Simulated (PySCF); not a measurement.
**Solvent effects on NMR parameters**

Bonds (- single, = double, # triple, : aromatic): O1-B2 1.367 Å, B2-O3 1.356 Å, B2-B4 1.716 Å, B4-O5 1.375 Å, O5-C6 1.420 Å, C6-C7 1.542 Å, C7-O8 1.419 Å, O8-B4 1.363 Å. O1 carries H9; O3 carries H10; C6 carries H11, H12; C7 carries H13, H14.

GIAO PBE0/pcSseg-1 in PySCF 2.14.0 with density-fitted response routines on one PBE0-D3(BJ)/def2-SVP conformer, non-relativistic, equivalent nuclei averaged. Solvents enter as an IEF-PCM continuum (acetonitrile with ε = 35.7) around the gas-phase geometry. Shifts are referred to BF3·OEt2, TMS computed in the same medium.

Gas phase, δ in ppm: B4 29.5, B2 27.3, C6/C7 67.8, H9/H10 4.55, H11/H12/H13/H14 4.13. Dipole moment 2.89 D.

Problem. How does each δ change in the continuum?

Solution. 
| atoms | environment | Δδ, acetonitrile |
| --- | --- | --- |
| B4 | boron bonded to B, 2 O, in a 5-membered ring | +0.5 |
| B2 | boron bonded to B, 2 O | +0.8 |
| C6/C7 | sp3 CH2 bonded to O | +1.3 |
| H9/H10 | hydrogen on an oxygen bonded to B | +0.65 |
| H11/H12/H13/H14 | hydrogen on an sp3 CH2 bonded to O | +0.20 |

Changes are relative to the gas phase. The dipole moment becomes 3.57 D in acetonitrile.

Problem. Which nuclei move most (in ppm), and what does the model miss?

Solution. C6/C7 (sp3 CH2 bonded to O, +1.3 ppm) in acetonitrile. A continuum only polarises the solute; specific hydrogen bonds, the anisotropy of aromatic solvents and changes of geometry or conformer are outside it.
